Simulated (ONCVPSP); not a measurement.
# PW91 ONCV dataset for terbium (Tb), scalar-relativistic all-electron reference.

Tb, optimised norm-conserving Vanderbilt (ONCV), made with ONCVPSP 4.0.1 (PW91, scalar-relativistic). Core [Xe] 4f8, reference 5d1 6s2. Waves: 6s: rc 3.50 bohr, ncon 4, nbas 8, qcut 1.8 1/bohr, 3 projectors, debl 2.3 Ha; p scattering state at 0.07 Ha: rc 3.20 bohr, ncon 4, nbas 8, qcut 3 1/bohr, 1 projector; 5d: rc 3.70 bohr, ncon 3, nbas 8, qcut 3.6 1/bohr, 1 projector. Local part: polynomial inside 2.65 bohr (lpopt 5, dvloc0 2 Ha). Core correction: polynomial model core, fcfact 0.75.

In the p channel the program set the typed energies aside and used 0.050 Ha.

(1) Estimate the cutoffs (Ha) at which the residual kinetic energy of the hardest occupied pseudo-wave falls to 1 and 0.1 mHa per electron.

(2) What does a ghost test show?

(3) Tests: 5d1 6s1; 5d1 6s0; 5d1 6s1.5; 5d1 6s0 6p1. Which has the largest error in its energy relative to the reference configuration, and how large is it?

## Answers

(1) 4.8 Ha and 11 Ha. The cutoffs count occupied waves only; projector 2 of the s channel, the hardest unoccupied one, needs 18 Ha at the loose tolerance.

(2) No bound ghost flagged; GHOST(+) flagged for s at 139.6 eV.

(3) 5d1 6s0, with -96 meV (all-electron minus pseudo) on +19.08 eV.
